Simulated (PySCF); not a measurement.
C3H6BFO.
Numbering: `[CH2:1]=[C:2]([F:3])[O:4][BH:5][CH3:6]` (hydrogens: H7, H8 on C1; H9 on B5; H10, H11, H12 on C6)

Theory: PBE0-D3(BJ)/def2-SVP geometry optimisation, gas phase (PySCF).

(1) List the bond lengths, angles and torsions at this level.

## Answers

(1) 
```json
{"bond": "C1=C2", "length (Å)": "1.329"}
{"bond": "C2–F3", "length (Å)": "1.324"}
{"bond": "C2–O4", "length (Å)": "1.337"}
{"bond": "O4–B5", "length (Å)": "1.372"}
{"bond": "B5–C6", "length (Å)": "1.559"}
{"bond": "C1–H7", "length (Å)": "1.088"}
{"bond": "C1–H8", "length (Å)": "1.088"}
{"bond": "B5–H9", "length (Å)": "1.208"}
{"bond": "C6–H10, C6–H11, C6–H12", "length (Å)": "1.102"}
```

Bonds in one row agree within 0.01 Å and their mean is given. A selection of angles:
```json
{"angle": "C2–C1–H7", "degrees": "119.9"}
{"angle": "C2–C1–H8", "degrees": "119.4"}
{"angle": "H7–C1–H8", "degrees": "120.6"}
{"angle": "C1–C2–F3", "degrees": "122.2"}
{"angle": "C1–C2–O4", "degrees": "123.8"}
{"angle": "F3–C2–O4", "degrees": "114.0"}
{"angle": "C2–O4–B5", "degrees": "127.6"}
{"angle": "O4–B5–C6", "degrees": "117.9"}
{"angle": "O4–B5–H9", "degrees": "119.2"}
{"angle": "C6–B5–H9", "degrees": "122.9"}
{"angle": "B5–C6–H10", "degrees": "109.7"}
{"angle": "B5–C6–H12", "degrees": "113.8"}
{"angle": "H10–C6–H11", "degrees": "105.2"}
{"angle": "H10–C6–H12", "degrees": "109.1"}
```

Torsions: C1–C2–O4–B5 172° (antiperiplanar); C2–O4–B5–C6 179° (antiperiplanar). The mirror-image conformer, all signs reversed, is as good.

B5 (three-coordinate boron) is planar (angles 122.9°, 119.2° and 117.9°, sum 360.0°, 0.00 Å off the plane of its three neighbours). Of the pairs four or more bonds apart, F3···H9 is among the closest relative to their van der Waals radii: 2.46 Å, 92 % of the sum of Bondi's values.

Point group: near Cs, missed by 0.33 Å at most; the miss may be what the optimiser left on a soft mode. No frequency check. One conformer, not necessarily the lowest.
